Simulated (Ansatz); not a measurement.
A made-up structure of CH4SSe, singlet:

```csv
atom,x (Å),y (Å),z (Å)
C1,-0.8785,0.4735,-0.2683
Se2,0.4755,0.5117,1.1294
S3,2.0803,-0.5928,0.1429
H4,-1.2190,-0.5461,-0.4355
H5,-0.4756,0.9034,-1.1825
H6,0.5935,0.8487,2.5966
H7,1.7230,-1.8353,0.5184
```

It is relaxed with PBE-D4/def2-SVP and then PBE0-D4/def2-TZVP (Ansatz 0.2.0). Atoms count as bonded within 1.22 times the sum of their covalent radii (H–H: 0.88 Å). The end point is not checked to be a true minimum.

Question: Does its bonding change? (A judgement: the text doesn't fix the answer.)

Answer: The calculation gives: No: no bond forms or breaks.

Where it ends: The first stage lowers the energy by 2.67 eV in 12 steps. It ends as CH₄SSe ([CH2][SeH][SH]):
```xyz
7
angstrom
C -0.8131 0.5526 -0.1864
Se 0.6931 0.8414 0.7050
S 2.5577 -0.6986 0.5397
H -1.3857 -0.3485 -0.0124
H -0.8315 0.9888 -1.1772
H 0.3072 0.2083 1.9747
H 1.7716 -1.7808 0.6577
```

Labels in which every atom is bracketed show which atoms are joined, not bond orders.

For scale, one of the runs: PBE0-D4/def2-TZVP relaxation, 140 basis functions, launched by `ansatz run in.yaml --threads 2 --pin off --events-out ev --progress --plain --max-ram 4352MiB`. The run took about 36 s on 2 CPU threads of an Arm Neoverse V1 (shared host).
